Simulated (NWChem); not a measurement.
System: C2HF2, doublet; SMILES [CH]=C(F)F

Output (shortened):

```
             Northwest Computational Chemistry Package (NWChem) 7.3.0
             --------------------------------------------------------

 CS  symmetry detected

                             Geometry "geometry" -> ""
                             -------------------------

 Output coordinates in angstroms (scale by  1.889725989 to convert to a.u.)

  No.       Tag          Charge          X              Y              Z
 ---- ---------------- ---------- -------------- -------------- --------------
    1 C                    6.0000    -0.92554407    -1.08521106     0.00000000
    2 C                    6.0000    -0.09014755    -0.07408169     0.00000000
    3 F                    9.0000    -0.44343330     1.18794507     0.00000000
    4 F                    9.0000     1.22248340    -0.17416304     0.00000000
    5 H                    1.0000    -0.91730120    -2.16828170     0.00000000

 Effective nuclear repulsion energy (a.u.)     109.8741010136

      Symmetry information
      --------------------

 Group name             Cs
 Group number              2
 Group order               2
 No. of unique centers     5

                                Z-matrix (autoz)
                                --------

 Units are Angstrom for bonds and degrees for angles

      Type          Name      I     J     K     L     M      Value
      ----------- --------  ----- ----- ----- ----- ----- ----------
    1 Stretch                  1     2                       1.31159
    2 Stretch                  1     5                       1.08310
    3 Stretch                  2     3                       1.31054
    4 Stretch                  2     4                       1.31644
    5 Bend                     1     2     3               124.79763
    6 Bend                     1     2     4               125.20349
    7 Bend                     2     1     5               140.00038
    8 Bend                     3     2     4               109.99888
    9 Torsion                  3     2     1     5         180.00000
   10 Torsion                  4     2     1     5           0.00000

                           NWChem Geometry Optimization
                           ----------------------------

[...]

      ----------------------
      Optimization converged
      ----------------------

  Step       Energy      Delta E   Gmax     Grms     Xrms     Xmax
  ---- ---------------- -------- -------- -------- -------- --------
@    3    -276.35902275  3.5D-08  0.00005  0.00003  0.00015  0.00035
                                     ok       ok       ok       ok

                                Z-matrix (autoz)
                                --------

 Units are Angstrom for bonds and degrees for angles

      Type          Name      I     J     K     L     M      Value     Gradient
      ----------- --------  ----- ----- ----- ----- ----- ---------- ----------
    1 Stretch                  1     2                       1.30759    0.00005
    2 Stretch                  1     5                       1.07488    0.00003
    3 Stretch                  2     3                       1.32690   -0.00001
    4 Stretch                  2     4                       1.33395   -0.00005
    5 Bend                     1     2     3               124.80214   -0.00000
    6 Bend                     1     2     4               125.43544    0.00000
    7 Bend                     2     1     5               139.72595   -0.00003
    8 Bend                     3     2     4               109.76242    0.00000
    9 Torsion                  3     2     1     5         180.00000    0.00000
   10 Torsion                  4     2     1     5           0.00000    0.00000

                         Geometry "geometry" -> "geometry"
                         ---------------------------------

 Output coordinates in angstroms (scale by  1.889725989 to convert to a.u.)

[...]

 Rotational Constants
 --------------------
 A=   0.382351 cm-1  (  0.550106 K)
 B=   0.360835 cm-1  (  0.519150 K)
 C=   0.185641 cm-1  (  0.267090 K)

 Temperature                      =   298.15K
 frequency scaling parameter      =   1.0000

 Zero-Point correction to Energy  =   14.665 kcal/mol  (  0.023371 au)
 Thermal correction to Energy     =   17.056 kcal/mol  (  0.027181 au)
 Thermal correction to Enthalpy   =   17.649 kcal/mol  (  0.028125 au)

 Total Entropy                    =   64.796 cal/mol-K
   - Translational                =   38.324 cal/mol-K (mol. weight =  63.0046)
   - Rotational                   =   23.648 cal/mol-K (symmetry #  =        1)
   - Vibrational                  =    2.824 cal/mol-K

 Cv (constant volume heat capacity) =   12.021 cal/mol-K
   - Translational                  =    2.979 cal/mol-K
   - Rotational                     =    2.979 cal/mol-K
   - Vibrational                    =    6.062 cal/mol-K

[normal modes left out]

 ----------------------------------------------------------------------------
 Normal Eigenvalue ||           Projected Infra Red Intensities
  Mode   [cm**-1]  || [atomic units] [(debye/angs)**2] [(KM/mol)] [arbitrary]
 ------ ---------- || -------------- ----------------- ---------- -----------
    1       -0.000 ||    0.000189           0.004         0.185       0.041
    2       -0.000 ||    0.000651           0.015         0.635       0.141
    3       -0.000 ||    0.000000           0.000         0.000       0.000
    4       -0.000 ||    0.000418           0.010         0.407       0.091
    5        0.000 ||    0.000574           0.013         0.560       0.125
    6        0.000 ||    0.000020           0.000         0.019       0.004
    7      421.844 ||    0.010120           0.233         9.865       2.198
    8      535.011 ||    0.083341           1.923        81.245      18.101
    9      538.276 ||    0.004311           0.099         4.202       0.936
   10      621.614 ||    0.000854           0.020         0.833       0.186
   11      762.306 ||    0.039798           0.918        38.797       8.644
   12      970.672 ||    0.057192           1.319        55.754      12.421
   13     1266.059 ||    0.247614           5.713       241.386      53.779
   14     1782.156 ||    0.222263           5.128       216.673      48.273
   15     3365.513 ||    0.023295           0.537        22.709       5.059
 ----------------------------------------------------------------------------
```

Level: B3LYP/6-31G* (spherical d), spin-unrestricted. In the optimisation the excess spin sits in a' (Cs, its own frame). No stability test was run on the SCF state.

### Question
Reconstruct the input file.

### Answer
One answer among several that fit: the input that was run:
```
start job
memory heap 200 mb stack 900 mb global 1100 mb
geometry units angstroms
  C     -0.872085    -1.134973     0.000000
  C     -0.093392    -0.079555     0.000000
  F     -0.515351     1.161200     0.000000
  F      1.222752    -0.107506     0.000000
  H     -0.804463    -2.215962     0.000000
end
basis spherical
  * library 6-31g*
end
dft
  odft
  mult 2
  xc b3lyp
  iterations 150
end
driver
  maxiter 120
end
task dft optimize
task dft freq
```
